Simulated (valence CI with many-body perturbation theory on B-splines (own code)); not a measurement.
Results of a calculation; reference values are marked as such.
K¹⁴⁺: input, log and results

The program does CI of the valence electrons with many-body perturbation theory for a frozen closed Dirac-Fock core.

Command, and the settings that its task file holds:

```sh
python run_cv.py task.json out
```

```
atom K  Z=19  mass_number=39  rms_radius_fm=3.4349
core [He] 2s1
valence 2s2 2p1
avg = 1
basis = S
breit = 1
cap = 10000
capref = 1200
cscale = 1
de = 0.0
dress = 0
eps = 2e-08
extrap = 1
h = 0.27
hh = 1
l2 = 3
lcore = 6
maxit = 60
n2 = 5
natural = 1
nlev = 20
nno = [3, 3, 3, 2, 1]
nroot = 26
nsp = [3, 3, 2, 1, 0]
pt2 = 1
qed = 1
rpa = 1
s1 = 1
s2 = 1
s3 = 1
screen = 1
tol = 2e-05
whole = 1
```

Task: What became of the run, and why?

Result: It gave no result: the perturbation theory needs a core of closed shells. The program said: "the core must hold closed shells only".
